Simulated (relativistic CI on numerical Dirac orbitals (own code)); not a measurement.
Computed by Dirac-Coulomb-Breit CI, orbitals from a KLI potential per configuration, QED by a radiative potential, unscaled Slater integrals (own radial code, finite nucleus).

The strongest absorption lines from the ground level of an ion, among the configurations computed and to levels below about 284 eV (vacuum wavelength in nm, gf): 4.3873 (0.28), 5.2502 (0.084), 5.2973 (0.21), 5.5350 (1.1), 6.1810 (0.074), 21.853 (0.095), 28.793 (0.079), 33.910 (0.082).

**Question.** Which ion is it?
A. Ar XIII
B. Si VII
C. Si XI
D. Si IX

**Answer.** D. Si IX has 6 electrons and the ground level 2s²2p² ³P0; the strongest line goes to 2s²2p3d ³D°1. The pattern of lines fixes the number of electrons, and along that sequence the line energies rise steadily with the charge (about as its square where n changes within one kind of shell, about linearly where n is kept but much faster in heavy ions where fine structure, which grows about as Z⁴, sets the gap, and irregularly where shells cross), which fixes Z. Configurations outside the model, such as inner-shell arrays, can give stronger lines. At this charge configurations can still be misplaced by up to about 7 % of their energy.
